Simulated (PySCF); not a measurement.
**C₆ coefficients of unlike pairs at B97-3**

Calculated with PySCF 2.14 from the dipole response of each species, C₆(A,B) = (3/π) ∫ α_A(iu) α_B(iu) du, in atomic units, from isotropic polarisabilities. For ions this is the dispersion term alone; charge-induced terms of lower order in 1/R come first.

```
species       configuration                                        basis      relativity  α (bohr³)  C₆ (like pair)
 Ar(3+)   [Ne] 3s2 3p3 (4S)                    def2-QZVPPD (10s7p5d2f1g)            none      3.617           9.818
  P(3+)       [Ne] 3s2 (1S)                      aug-cc-pVDZ-DK (5s4p2d)   spin-free X2C      6.703           16.62
    Mg+       [Ne] 3s1 (2S)                         def2-TZVPPD (5s5p3d)            none      34.15           148.1
 Ta(2+)  [Xe] 4f14 5d3 (4F)  aug-cc-pwCVTZ-PP with ECP60MDF (8s8p7d4f3g)  core potential      14.30           79.52
```

(1) Estimate C₆ for Mg+ with Ar(3+).

No spin-orbit coupling is included.

The other pairs:

```
          pair     C₆
 P(3+), Ar(3+)  11.98
    Mg+, P(3+)  43.76
Ta(2+), Ar(3+)  27.32
 Ta(2+), P(3+)  35.77
   Ta(2+), Mg+  91.96
```

Answers

(1) The integral gives 27.58. The combination rule 2 C_A C_B / (C_A α_B/α_A + C_B α_A/α_B) gives 26.84 and the geometric mean 38.13.
